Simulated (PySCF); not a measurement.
**Splitting trees**

Geometry:
```csv
atom,x (Å),y (Å),z (Å)
C1,2.172,0.910,1.448
C2,1.155,0.242,0.551
C3,1.607,0.068,-0.915
C4,0.714,-1.073,-1.452
C5,-0.258,-1.315,-0.292
C6,0.702,-1.182,0.898
C7,-1.197,-0.092,-0.097
C8,-1.822,0.429,-1.387
C9,-2.326,-0.437,0.873
C10,-0.216,0.956,0.551
O11,-0.220,2.239,-0.002
H12,1.820,0.941,2.491
H13,2.340,1.950,1.125
H14,3.139,0.382,1.428
H15,1.516,1.005,-1.492
H16,2.675,-0.196,-0.953
H17,0.217,-0.837,-2.402
H18,1.310,-1.983,-1.627
H19,-0.809,-2.265,-0.370
H20,1.524,-1.915,0.874
H21,0.214,-1.243,1.883
H22,-1.083,0.782,-2.121
H23,-2.494,1.273,-1.172
H24,-2.412,-0.362,-1.877
H25,-2.906,0.464,1.128
H26,-1.943,-0.863,1.813
H27,-3.019,-1.171,0.431
H28,-0.511,1.111,1.603
H29,0.065,2.177,-0.920
```

Theory: geometry from PBE0-D3(BJ)/def2-SVP, couplings computed with B3LYP/pcJ-1 (without the spin–dipole term), NMR shieldings at B3LYP/pcSseg-1/GIAO, in PySCF (a single conformation, relativity neglected, gas phase, rapidly exchanging positions averaged).

Chemical shifts δ = σref − σ; 1H and 13C against TMS, all at this level.

Spectrometer: 500 MHz for 1H. First-order analysis; couplings under 1 Hz (under 4 Hz in carbon signals) are ignored, and nearly equal couplings are merged; the smaller ones broaden or split the lines further.

(1) What pattern does H20 show (1H)?

(2) What pattern does C8 show in the proton-coupled 13C spectrum?

(3) What pattern does H21 show (1H)?

(4) What pattern does H28 show (1H)?

## Answers

(1) A doublet of doublets at δ 0.92: 11.3 Hz to H21 (1 × 1H, 2 bonds away), 2.0 Hz to H19 (1 × 1H, 3 bonds away). Lines in Hz from the centre (relative intensity): +6.7 (1), +4.7 (1), -4.7 (1), -6.7 (1). The outer lines are 13.3 Hz apart, the sum of the couplings kept, or 0.027 ppm at this field.

(2) A quartet of quartets at δ 21.6: 132.0 Hz to H22/H23/H24 (3 × 1H, 1 bond away), 5.7 Hz to H25/H26/H27 (3 × 1H, 3 bonds away). Lines in Hz from the centre (relative intensity): +206.6 (1), +200.8 (3), +195.2 (3), +189.4 (1), +74.5 (3), +68.8 (9), +63.1 (9), +57.5 (3), -57.5 (3), -63.1 (9), -68.8 (9), -74.5 (3), -189.4 (1), -195.2 (3), -200.8 (3), -206.6 (1). The outer lines are 413.1 Hz apart, the sum of the couplings kept, or 3.286 ppm at this field.

(3) A doublet of doublets of triplets at δ 1.32: 11.3 Hz to H20 (1 × 1H, 2 bonds away), 2.8 Hz to H17 (1 × 1H, 4 bonds away), 1.9 Hz to H15 and H19 (2 × 1H, 3 or 4 bonds away). Lines in Hz from the centre (relative intensity): +8.9 (1), +7.0 (2), +6.2 (1), +5.2 (1), +4.2 (2), +2.4 (1), -2.4 (1), -4.2 (2), -5.2 (1), -6.2 (1), -7.0 (2), -8.9 (1). The outer lines are 17.9 Hz apart, the sum of the couplings kept, or 0.036 ppm at this field.

(4) A doublet at δ 2.83: 1.6 Hz to H16 (1 × 1H, 4 bonds away). Lines in Hz from the centre (relative intensity): +0.8 (1), -0.8 (1). The outer lines are 1.6 Hz apart, the sum of the couplings kept, or 0.003 ppm at this field.

OH/NH shifts are gas-phase values; hydrogen bonding in solution moves them, usually downfield. Unscaled 3J(H,H) at this level run about 10 % above measured values.
